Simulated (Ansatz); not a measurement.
Basis-set extrapolation for `SC1O[SiH2][SiH2]1` (PBE0-D4/def2-TZVP geometry, frozen core, Ansatz 0.2.0). Multiplicity 1, RHF reference.

|  | def2-TZVPP | def2-QZVPP |
| --- | --- | --- |
| HF | -1091.695036 | -1091.729700 |
| MP2 correlation | -0.820069 | -0.883958 |
| CCSD(T) correlation | -0.914183 | not run |

Energies in hartree. Use E(X) = E(∞) + A·exp(−7.88·√X) for Hartree–Fock and E(X) = E(∞) + B·X^(−2.97) for correlation, with X = 3 and 4, and add CCSD(T) minus MP2 of the smaller set to the MP2 limit.

Problem. What is the CCSD(T) energy at the basis-set limit?

Solution. HF limit: -1091.729700 + (-0.034664) × 0.13774 = -1091.73447. MP2 limit: -0.883958 + (-0.063889) × 0.74074 = -0.93128. Higher-order term: -0.914183 − (-0.820069) = -0.09411. Total: -1092.75986 hartree, 4.10 eV below CCSD(T)/def2-TZVPP.
